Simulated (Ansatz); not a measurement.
Consider the formal exchange of groups at the Si–N bond: `CN(C)[SiH](C)C` + `CO[SiH3]` → `C[SiH](C)O[SiH3]` + `CN(C)C`.

Computed with Ansatz on PBE0-D4/def2-TZVP structures; ΔE is electronic, products minus reactants. CCSD(T)/CBS is the MP2 limit (def2-TZVPP, def2-QZVPP) plus CCSD(T) − MP2 in def2-TZVPP, frozen cores. Functionals use def2-TZVPP. B3LYP here is the variant with VWN-RPA as its local correlation; programs differ in this. Each species was taken in one conformer, which may not be the lowest.

```tsv
level	ΔE (kJ/mol)
r2SCAN-D4	-107.8
B3LYP-D4	-103.2
ωB97X-V	-104.5
HF/def2-TZVPP	-117.0
```

Question: What does CCSD(T)/CBS give? (Estimate.)

Answer: The calculation gave: -109.4 kJ/mol. The listed levels differ from it by 1.6, 6.2, 4.9, -7.6 kJ/mol.

Largest T1 diagnostic among the species: 0.011.

In def2-TZVPP, CCSD(T) changes the Hartree–Fock value by +9.1 kJ/mol (the triples alone add +1.7 kJ/mol) and MP2 by +6.5 kJ/mol. The D4 term adds +4.1 kJ/mol with B3LYP and +2.5 kJ/mol with PBE0; it sums over pairs of atoms, weighted by their polarisabilities, and B3LYP, whose exchange is more repulsive, gets the larger term.
